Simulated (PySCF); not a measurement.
FNbO₂, multiplicity 1. Atoms are numbered in the order given.

```xyz
4

Nb    -0.0457    -0.2170     0.0000
O     -0.8899     0.3809     1.3838
O     -0.8899     0.3809    -1.3838
F      1.7902     0.3114     0.0000
```
Charge 0, spin multiplicity 1.

Coordinates come from a PBE-D3(BJ)/def2-TZVP optimisation. The spin state was assumed, not searched. The def2 effective core potentials stand for the cores of Nb; spin–orbit coupling is left out.

Calculation: CAM-B3LYP/def2-TZVPD run with PySCF.

Computed frontier levels, gap, dipole moment and polarisability:
```yaml
highest_occupied_level: -10.07 eV
lowest_empty_level: -3.20 eV
orbital_gap: 6.86 eV
dipole_moment: 5.39 D
quadrupole, principal values (traceless, Buckingham form, about the centre of nuclear charge): -6.64, -6.61, 13.25 D·Å
mean_static_polarisability: 40.0 bohr³ (5.93 Å³)
polarisability_principal_values: 27.7, 42.1, 50.2 bohr³
```
